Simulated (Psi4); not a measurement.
H₃O₃Si (SMILES O[Si](O)O), doublet, geometry from GFN2-xTB; Psi4 with REVPBE/STO-3G.

The Psi4 input:
```
memory 2 GB

molecule mol {
0 2
O    -0.843175   -0.876036   -0.914558
Si   -0.169416   -0.080382    0.342912
O    -0.285085    1.517739   -0.033164
O     1.370660   -0.579478    0.490977
H    -1.581782   -0.473457   -1.362889
H     0.234136    2.152053    0.452111
H     1.780269   -1.051053   -0.236026
}

set {
  basis sto-3g
  reference uks
}

energy('revpbe')
print_variables()
```

What the program printed (banner, timings and long lists left out):

```
   => Loading Basis Set <=

    Name: STO-3G
    Role: ORBITAL
    Keyword: BASIS

         ---------------------------------------------------------
                                   SCF
               by Justin Turney, Rob Parrish, Andy Simmonett
                          and Daniel G. A. Smith
                              UKS Reference
         ---------------------------------------------------------

  ==> Geometry <==

    Molecular point group: c1
    Full point group: C1

    Geometry (in Angstrom), charge = 0, multiplicity = 2:

       Center              X                  Y                   Z               Mass
    ------------   -----------------  -----------------  -----------------  -----------------
         O           -0.837774447903    -0.868172442891    -0.928892958411    15.994914619570
         SI          -0.164015447903    -0.072518442891     0.328577041589    27.976926534650
         O           -0.279684447903     1.525602557109    -0.047498958411    15.994914619570
         O            1.376060552097    -0.571614442891     0.476642041589    15.994914619570
         H           -1.576381447903    -0.465593442891    -1.377223958411     1.007825032230
         H            0.239536552097     2.159916557109     0.437776041589     1.007825032230
         H            1.785669552097    -1.043189442891    -0.250360958411     1.007825032230

  Running in c1 symmetry.

  Rotational constants: A =      0.25161  B =      0.23358  C =      0.13370 [cm^-1]
  Rotational constants: A =   7543.18744  B =   7002.55326  C =   4008.29682 [MHz]
  Nuclear repulsion =  178.826788326541646

  Charge       = 0
  Multiplicity = 2
  Electrons    = 41
  Nalpha       = 21
  Nbeta        = 20

  ==> Algorithm <==

  SCF Algorithm Type is DF.
  DIIS enabled.
  MOM disabled.
  Fractional occupation disabled.
  Guess Type is SAD.
  Energy threshold   = 1.00e-06
  Density threshold  = 1.00e-06
  Integral threshold = 1.00e-12

  ==> Primary Basis <==

  Basis Set: STO-3G
    Blend: STO-3G
    Number of shells: 17
    Number of basis functions: 27
    Number of Cartesian functions: 27
    Spherical Harmonics?: true
    Max angular momentum: 1

  ==> DFT Potential <==

   => LibXC <=

    Version 7.1.2
    S. Lehtola, C. Steigemann, M. J. T. Oliveira, and M. A. L. Marques,  SoftwareX 7, 1–5 (2018) (10.1016/j.softx.2017.11.002)

   => Composite Functional: REVPBE <=

    revPBE GGA Exchange-Correlation Functional

    Y. Zhang and W. Yang, Phys. Rev. Lett. 80, 890, 1998

    Deriv               =              1
    GGA                 =           TRUE
    Meta                =          FALSE

    Exchange Hybrid     =          FALSE
    MP2 Hybrid          =          FALSE

   => Exchange Functionals <=

    1.0000   XC_GGA_X_PBE_R

   => Correlation Functionals <=

    1.0000     XC_GGA_C_PBE

   => LibXC Density Thresholds  <==

    XC_GGA_C_PBE:  1.00E-12
    XC_GGA_X_PBE_R:  1.00E-15

   => Molecular Quadrature <=

    Radial Scheme          =       TREUTLER
    Pruning Scheme         =           NONE
    Nuclear Scheme         =       TREUTLER

    Blocking Scheme        =         OCTREE
    BS radius alpha        =              1
    Pruning alpha          =              1
    Radial Points          =             75
    Spherical Points       =            302
    Total Points           =         149462
    Total Blocks           =           1168
    Max Points             =            256
    Max Functions          =             26
    Weights Tolerance      =       1.00E-15

   => Loading Basis Set <=

    Name: (STO-3G AUX)
    Role: JKFIT
    Keyword: DF_BASIS_SCF

  ==> Integral Setup <==

  SCF_SUBTYPE=INCORE selected. In-core MEM_DF algorithm will be used.
  Using in-core AOs.

  ==> MemDFJK: Density-Fitted J/K Matrices <==

    J tasked:                   Yes
    K tasked:                    No
    wK tasked:                   No
    Algorithm:                 Core
    Schwarz Cutoff:           1E-12
    Mask sparsity (%):       1.6461
    Fitting Condition:        1E-10

   => Auxiliary Basis Set <=

  Basis Set: (STO-3G AUX)
    Blend: DEF2-UNIVERSAL-JKFIT
    Number of shells: 131
    Number of basis functions: 413
    Number of Cartesian functions: 494
    Spherical Harmonics?: true
    Max angular momentum: 4

  Minimum eigenvalue in the overlap matrix is 3.2637556756E-01.
  Reciprocal condition number of the overlap matrix is 1.6447586571E-01.
    Using symmetric orthogonalization.

  ==> Pre-Iterations <==

  SCF Guess: Superposition of Atomic Densities via on-the-fly atomic UHF (no occupation information).

   -------------------------
    Irrep   Nso     Nmo
   -------------------------
     A         27      27
   -------------------------
    Total      27      27
   -------------------------

  ==> Iterations <==

                           Total Energy        Delta E     RMS |[F,P]|

   @DF-UKS iter SAD:  -509.15634145373713   -5.09156e+02   0.00000e+00
   @DF-UKS iter   1:  -510.18917298373452   -1.03283e+00   1.29823e-02 DIIS/ADIIS
   @DF-UKS iter   2:  -510.10388471228339    8.52883e-02   1.83302e-02 DIIS/ADIIS
   @DF-UKS iter   3:  -510.28071246366119   -1.76828e-01   6.76754e-04 DIIS/ADIIS
   @DF-UKS iter   4:  -510.28091175927591   -1.99296e-04   5.92541e-04 DIIS/ADIIS
   @DF-UKS iter   5:  -510.28107535234147   -1.63593e-04   2.03796e-04 DIIS/ADIIS
   @DF-UKS iter   6:  -510.28109795455504   -2.26022e-05   3.81872e-05 DIIS
   @DF-UKS iter   7:  -510.28109827413954   -3.19585e-07   3.09761e-05 DIIS
   @DF-UKS iter   8:  -510.28109878496770   -5.10828e-07   1.87310e-06 DIIS
   @DF-UKS iter   9:  -510.28109878783857   -2.87088e-09   3.38390e-07 DIIS
  Energy and wave function converged.

  ==> Post-Iterations <==

   Electrons on quadrature grid:
      Nalpha   =   20.9999967158 ; deviation = -3.284e-06
      Nbeta    =   19.9999967645 ; deviation = -3.236e-06
      Ntotal   =   40.9999934803 ; deviation = -6.520e-06

   @Spin Contamination Metric:   7.388548738E-04
   @S^2 Expected:                7.500000000E-01
   @S^2 Observed:                7.507388549E-01
   @S   Expected:                5.000000000E-01
   @S   Observed:                5.000000000E-01

    Orbital Energies [Eh]
    ---------------------

    Alpha Occupied:

       1A    -64.622859     2A    -18.436650     3A    -18.436101
       4A    -18.422620     5A     -4.825010     6A     -3.183537
       7A     -3.182804     8A     -3.177047     9A     -0.846538
      10A     -0.817378    11A     -0.809891    12A     -0.426148
      13A     -0.358414    14A     -0.353146    15A     -0.185008
      16A     -0.158802    17A     -0.140157    18A     -0.118506
      19A     -0.089163    20A     -0.077922    21A      0.008653

    Alpha Virtual:

      22A      0.274134    23A      0.288468    24A      0.294487
      25A      0.424836    26A      0.442205    27A      0.458461

    Beta Occupied:

       1A    -64.620226     2A    -18.433818     3A    -18.433256
       4A    -18.420670     5A     -4.821681     6A     -3.180683
       7A     -3.180106     8A     -3.170362     9A     -0.838057
      10A     -0.807625    11A     -0.803095    12A     -0.418485
      13A     -0.351957    14A     -0.347059    15A     -0.160419
      16A     -0.148784    17A     -0.130762    18A     -0.110842
      19A     -0.077198    20A     -0.071165

    Beta Virtual:

      21A      0.052542    22A      0.282335    23A      0.303076
      24A      0.308210    25A      0.432522    26A      0.451810
      27A      0.472756

    Final Occupation by Irrep:
              A
    DOCC [    20 ]
    SOCC [     1 ]
    NA   [    21 ]
    NB   [    20 ]

  @DF-UKS Final Energy:  -510.28109878783857

   => Energetics <=

    Nuclear Repulsion Energy =            178.8267883265416458
    One-Electron Energy =               -1066.4984173686298163
    Two-Electron Energy =                 425.5693048760966803
    DFT Exchange-Correlation Energy =     -48.1787746218470687
    Empirical Dispersion Energy =           0.0000000000000000
    VV10 Nonlocal Energy =                  0.0000000000000000
    Total Energy =                       -510.2810987878385731

  UHF NO Occupations:
  HONO-2 :   19  A 1.9999089
  HONO-1 :   20  A 1.9997900
  HONO-0 :   21  A 1.0000000
  LUNO+0 :   22  A 0.0002100
  LUNO+1 :   23  A 0.0000911
  LUNO+2 :   24  A 0.0000494
  LUNO+3 :   25  A 0.0000116

Computation Completed

Properties will be evaluated at   0.000000,   0.000000,   0.000000 [a0]

Properties computed using the SCF density matrix

 Multipole Moments:

 ------------------------------------------------------------------------------------
     Multipole            Electronic (a.u.)      Nuclear  (a.u.)        Total (a.u.)
 ------------------------------------------------------------------------------------

 L = 1.  Multiply by 2.5417464519 to convert [e a0] to [Debye]
 Dipole X            :         -0.4727258            0.4184263           -0.0542995
 Dipole Y            :         -0.2960544            0.6092493            0.3131949
 Dipole Z            :          0.9451325           -1.1106474           -0.1655149
 Magnitude           :                                                    0.3583778

 ------------------------------------------------------------------------------------

  Variable Map:
  ----------------------------------------------------------------------------
  "CURRENT ENERGY"              =>    -510.281098787839
  "CURRENT REFERENCE ENERGY"    =>    -510.281098787839
  "DD SOLVATION ENERGY"         =>       0.000000000000
  "DFT FUNCTIONAL TOTAL ENERGY" =>    -510.281098787839
  "DFT TOTAL ENERGY"            =>    -510.281098787839
  "DFT VV10 ENERGY"             =>       0.000000000000
  "DFT XC ENERGY"               =>     -48.178774621847
  "GRID ELECTRONS ALPHA"        =>      20.999996715806
  "GRID ELECTRONS BETA"         =>      19.999996764498
  "GRID ELECTRONS TOTAL"        =>      40.999993480303
  "NUCLEAR REPULSION ENERGY"    =>     178.826788326542
  "ONE-ELECTRON ENERGY"         =>   -1066.498417368630
  "PCM POLARIZATION ENERGY"     =>       0.000000000000
  "PE ENERGY"                   =>       0.000000000000
  "SCF ITERATION ENERGY"        =>    -510.281098787839
  "SCF ITERATIONS"              =>       9.000000000000
  "SCF TOTAL ENERGY"            =>    -510.281098787839
  "TWO-ELECTRON ENERGY"         =>     425.569304876097
  "XC GRID RADIAL POINTS"       =>      75.000000000000
  "XC GRID SPHERICAL POINTS"    =>     302.000000000000
  "XC GRID TOTAL POINTS"        =>  149462.000000000000

  Array Variable Map:
  ----------------------------------------------------------------------------
  "CURRENT DIPOLE"              =>      -0.054299501378 ... -0.165514866921 1 by 3
  "SCF DIPOLE"                  =>      -0.054299501378 ... -0.165514866921 1 by 3
  "SCF TOTAL ENERGIES"          =>    -509.156341453737 ... -510.281098787839 1 by 10
```
